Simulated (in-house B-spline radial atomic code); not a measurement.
The numbers below are computed, except where a source is named.
**Making a Troullier-Martins s channel for V, r_c = 2.08 bohr**

V, [Ar] 3d3 4s2, non-relativistic LDA (VWN5), spherical and spin-unpolarised, from a B-spline radial code for spherical atoms (atomic units). The all-electron 4s level is ε = -0.175969 hartree, its outermost node lies just inside 1.20 bohr and its outer maximum at 2.77 bohr.

Inside r_c the pseudo-orbital is u(r) = r^1 exp(p(r)), with p = c0 + c2 r² + c4 r⁴ + … + c12 r¹². The seven coefficients follow from p and its first four derivatives at r_c, from zero curvature of the screened potential at the origin, c4 = −c2²/(2l + 5), and from the norm inside r_c. At r_c the all-electron orbital has P = 0.5146413, P' = 0.2844492, the screened potential V = -0.7390476, V' = 0.7785737, V'' = -1.308274, and the norm inside is Q = 0.1342801.

(1) What are p, p' and p'' at r_c?

For a trial c2 the five matching conditions are linear in c0, c6, c8, c10 and c12, and c2 is varied until the norm inside r_c equals Q. The root nearest zero gives:

```
 n            c_n
 0      -1.629881
 2     -0.2225717
 4   -0.009907636
 6        0.13256
 8    -0.05424777
10    0.008371004
12  -0.0004629231
```

(2) Check c4 and p(r_c), and find the screened pseudopotential at the origin.

Orbitals and screened potentials:

| r (bohr) | P | u | V all-electron | V pseudo |
| --- | --- | --- | --- | --- |
| 0.208 | 0.1618 | 0.04037 | -61.76 | -0.8386 |
| 0.52 | -0.1826 | 0.0961 | -14.18 | -0.6809 |
| 0.832 | -0.2416 | 0.1437 | -5.724 | -0.1099 |
| 1.144 | -0.03141 | 0.1948 | -2.858 | 0.638 |
| 1.456 | 0.2094 | 0.2761 | -1.655 | 0.7438 |
| 1.768 | 0.3954 | 0.3999 | -1.063 | -0.2967 |
| 2.08 | 0.5146 | 0.5146 | -0.739 | -0.739 |

Logarithmic derivatives P'/P at R = 2.38 bohr, for energies E around ε:

```csv
E − ε (hartree),all-electron,pseudo
-0.5,0.800519,0.783082
-0.25,0.538569,0.532789
-0.1,0.36016,0.359029
0,0.229849,0.229849
0.1,0.0885314,0.0869825
0.25,-0.148837,-0.161599
0.5,-0.638955,-0.728967
```

(3) With P(R) = 0.5760826 and a norm of 0.2248484 inside R, what slope in energy does norm conservation fix?

## Answers

(1) p = ln(P/r_c^1) = ln(0.5146413/2.08) = -1.39665. p' = P'/P − 1/r_c = 0.55271 − 0.48077 = 0.07194. The radial equation gives p'' = 2(V − ε) − 2(1) p'/r_c − p'² = -1.12616 − (0.06918) − 0.00518 = -1.20051. Differentiating, p''' = 2V' + 2(1)p'/r_c² − 2(1)p''/r_c − 2p'p'' = 2.9175, and p'''' = 2V'' − 4(1)p'/r_c³ + 4(1)p''/r_c² − 2(1)p'''/r_c − 2p''² − 2p'p''' = -9.866.

(2) −c2²/5 = -0.00990764, as listed. The terms c_n r_c^n are -1.62988, -0.96293, -0.18545, 10.73477, -19.00590, 12.68852, -3.03577, which sum to -1.39665. Inverting the radial equation, V_l(r) = ε + 1 p'/r + (p'' + p'²)/2, so V_l(0) = ε + (2l + 3) c2 = -0.175969 + 3 × (-0.222572) = -0.8437 hartree, finite where the all-electron potential diverges.

(3) d(P'/P)/dE = −2 × (norm inside R)/P(R)² = -1.3550 per hartree·bohr at E = ε, for both atoms, since orbital and norm agree at R. Differences over ±0.1 hartree give -1.3581 (all-electron) and -1.3602 (pseudo), which also hold third-order terms. Half a hartree below ε the two curves differ by -0.0174.
